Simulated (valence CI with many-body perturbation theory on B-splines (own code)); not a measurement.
Forbidden lines of Ir5+

Level of theory: configuration interaction combined with many-body perturbation theory (CI+MBPT): four valence electrons over a frozen Dirac-Fock core [Xe] 4f14, a basis of 9 s, 9 p, 10 d, 8 f, 5 g, 3 h, 1 i functions for each j, with the one-electron correlation potential Σ1, the two-electron term Σ2, the three-electron term Σ3, Breit, model QED; selected CI, second order for the rest, scaled by the run's own slope (own B-spline code, finite nucleus).

No measured levels were compared; by estimate terms of the open shell hold to 2 to 4 % of their energy, and close levels can change places; different configurations can be misplaced against each other by 1,000 to 8,000 cm⁻¹. Core correlation moves these levels by up to 15000 cm⁻¹, and in measured spectra 5 to 20 % of such shifts remained as error; rates that hang on mixing are uncertain with them. Only levels of the ground parity were solved; by the run's estimate the other parity begins above the list, which can be wrong where configurations are misplaced.

Lines 51 to 100 of 120 in falling wavelength, among levels below 162060 cm⁻¹, chosen from the decays that carry over 1 % of a level's rate. Wavelengths and rates use the calculated energies, so an error of 2000 cm⁻¹ moves a line at 6071 Å by 12 % and its rate by three times that or more. Electric multipoles are in the length gauge, E1 and E2 with the static RPA response of the core. S is in atomic units (e²a₀⁴ for E2 and M2, e²a₀⁶ for E3), for M1 in squared Bohr magnetons. Weak lines are less certain than strong ones. Lines between different terms over intervals too small for the method are left out, as are lines whose strength nearly cancels.

Names give the largest LS component (configuration and term), which can be under half, so a name can repeat, a term be missing and a line seem to break the LS rules; names also repeat where a configuration has a term twice. Letters in brackets count levels of one name in rising energy.

| λ vac (Å) | Upper | Lower | Type | A (s⁻¹) | S (a.u.) |
| --- | --- | --- | --- | --- | --- |
| 6071 | 5d4 3H_6 | 5d4 5D_4 | E2 | 3.08e-03 | 2.94e-01 |
| 5916 | 5d4 3P_0 [a] | 5d4 5D_1 | M1 | 1.22e+02 | 9.35e-01 |
| 5840 | 5d4 3D_1 | 5d4 3F_2 [a] | M1 | 2.24e+01 | 4.97e-01 |
| 5817 | 5d4 1F_3 | 5d4 3F_3 [a] | M1 | 1.27e+01 | 6.49e-01 |
| 5587 | 5d4 3G_3 | 5d4 5D_2 | M1 | 1.26e+01 | 5.71e-01 |
| 5328 | 5d4 3F_2 [a] | 5d4 5D_2 | M1 | 2.03e+01 | 5.69e-01 |
| 5287 | 5d4 1F_3 | 5d4 3P_2 [a] | M1 | 1.20e+01 | 4.59e-01 |
| 5224 | 5d4 3F_2 [b] | 5d4 3D_1 | M1 | 1.83e+01 | 4.84e-01 |
| 5162 | 5d4 3F_4 [b] | 5d4 3G_5 | M1 | 1.44e+01 | 6.63e-01 |
| 5117 | 5d4 3G_4 | 5d4 5D_4 | M1 | 1.12e+00 | 4.99e-02 |
| 5027 | 5d4 1F_3 | 5d4 3G_4 | M1 | 9.16e+00 | 3.02e-01 |
| 5018 | 5d4 3P_1 [a] | 5d4 5D_2 | M1 | 6.87e+01 | 9.65e-01 |
| 4910 | 5d4 3G_5 | 5d4 3H_4 | M1 | 1.84e+00 | 8.87e-02 |
| 4812 | 5d4 3P_2 [c] | 5d4 3F_3 [a] | M1 | 1.79e+00 | 3.69e-02 |
| 4652 | 5d4 3F_2 [b] | 5d4 1D_2 [a] | M1 | 1.72e+01 | 3.22e-01 |
| 4540 | 5d4 3F_4 [b] | 5d4 3F_3 [b] | M1 | 4.31e+01 | 1.34e+00 |
| 4531 | 5d4 1G_4 [a] | 5d4 3H_5 | M1 | 5.30e+00 | 1.64e-01 |
| 4509 | 5d4 3F_4 [a] | 5d4 5D_4 | M1 | 1.34e+01 | 4.10e-01 |
| 4495 | 5d4 3F_3 [a] | 5d4 5D_4 | M1 | 2.51e+01 | 5.91e-01 |
| 4486 | 5d4 3P_2 [b] | 5d4 3P_1 [a] | M1 | 9.73e+00 | 1.63e-01 |
| 4443 | 5d4 3P_2 [c] | 5d4 3P_2 [a] | E2 | 8.37e-01 | 6.47e+00 |
| 4436 | 5d4 3P_2 [a] | 5d4 5D_3 | M1 | 3.10e+00 | 5.02e-02 |
| 4352 | 5d4 1S_0 [a] | 5d4 3P_1 [a] | M1 | 1.15e+02 | 3.51e-01 |
| 4264 | 5d4 3P_2 [b] | 5d4 3F_2 [a] | M1 | 3.33e+00 | 4.79e-02 |
| 4259 | 5d4 3F_2 [a] | 5d4 5D_1 | M1 | 3.00e+01 | 4.30e-01 |
| 4235 | 5d4 1G_4 [a] | 5d4 3G_3 | M1 | 6.61e+00 | 1.68e-01 |
| 4219 | 5d4 3D_1 | 5d4 3P_0 [a] | M1 | 4.43e+01 | 3.70e-01 |
| 4214 | 5d4 3F_2 [b] | 5d4 3F_3 [b] | M1 | 1.97e+01 | 2.73e-01 |
| 4132 | 5d4 3F_4 [a] | 5d4 5D_3 | M1 | 1.78e+01 | 4.20e-01 |
| 4120 | 5d4 3F_3 [a] | 5d4 5D_3 | M1 | 1.98e+00 | 3.60e-02 |
| 4111 | 5d4 3P_2 [b] | 5d4 3G_3 | M1 | 1.63e+01 | 2.10e-01 |
| 3907 | 5d4 3F_4 [b] | 5d4 3F_4 [a] | M1 | 5.35e+01 | 1.06e+00 |
| 3884 | 5d4 3F_3 [b] | 5d4 5D_4 | M1 | 2.63e+00 | 4.00e-02 |
| 3691 | 5d4 1F_3 | 5d4 3G_3 | M1 | 1.12e+01 | 1.46e-01 |
| 3672 | 5d4 3F_2 [b] | 5d4 3F_3 [a] | M1 | 2.91e+01 | 2.67e-01 |
| 3601 | 5d4 3F_3 [b] | 5d4 5D_3 | M1 | 1.72e+01 | 2.09e-01 |
| 3597 | 5d4 3F_3 [a] | 5d4 5D_2 | M1 | 3.74e-01 | 4.52e-03 |
| 3581 | 5d4 1G_4 [a] | 5d4 3H_4 | M1 | 8.78e+00 | 1.34e-01 |
| 3542 | 5d4 3F_4 [b] | 5d4 3G_4 | M1 | 3.14e+01 | 4.66e-01 |
| 3521 | 5d4 3G_5 | 5d4 5D_4 | M1 | 2.56e+00 | 4.56e-02 |
| 3490 | 5d4 3P_2 [c] | 5d4 3P_1 [a] | M1 | 1.71e+01 | 1.35e-01 |
| 3453 | 5d4 3F_2 [b] | 5d4 3P_2 [a] | M1 | 5.16e+00 | 3.94e-02 |
| 3354 | 5d4 3P_2 [c] | 5d4 3F_2 [a] | M1 | 1.20e+00 | 8.38e-03 |
| 3333 | 5d4 1D_2 [a] | 5d4 5D_3 | M1 | 7.27e+01 | 4.99e-01 |
| 3259 | 5d4 3P_2 [c] | 5d4 3G_3 | M1 | 1.60e+01 | 1.03e-01 |
| 3259 | 5d4 3P_2 [c] | 5d4 3G_3 | E2 | 9.67e-01 | 1.59e+00 |
| 3248 | 5d4 3P_2 [a] | 5d4 5D_1 | M1 | 6.22e+00 | 3.95e-02 |
| 3195 | 5d4 3F_4 [b] | 5d4 3H_6 | E2 | 2.00e+00 | 5.35e+00 |
| 3195 | 5d4 3F_3 [b] | 5d4 5D_2 | M1 | 2.44e+01 | 2.06e-01 |
| 3184 | 5d4 1F_3 | 5d4 3H_4 | M1 | 1.15e+01 | 9.63e-02 |
